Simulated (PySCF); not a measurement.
C4H6BNO, SMILES C=C1OC(=C)B1N. Coordinates come from a PBE-D3(BJ)/def2-SVP optimisation. This is a generated structure with no PubChem entry under its InChIKey; it may be hypothetical. The values are those of a single conformer.

### Question
Give the equilibrium geometry at PBE-D3(BJ)/def2-SVP (PySCF confirms it by a frequency run) as a Z-matrix, and its point group. (Estimate from the structure and the level; the computed values follow.)

### Answer
One answer among several that fit: point group C2v.
```
B
N 1 1.3898
H 2 1.0203 1 123.02
H 2 1.0203 3 113.96 1 180.00
C 1 1.5786 2 138.31 3 0.00
C 5 1.3439 1 145.45 2 0.00
H 6 1.0990 5 119.70 1 0.00
H 6 1.1013 7 118.57 5 180.00
O 5 1.4198 6 123.94 7 180.00
C 9 1.4198 5 95.38 6 180.00
C 10 1.3439 9 123.94 5 180.00
H 11 1.0990 10 119.70 9 180.00
H 11 1.1013 12 118.57 10 180.00
```
Charge 0, spin multiplicity 1.
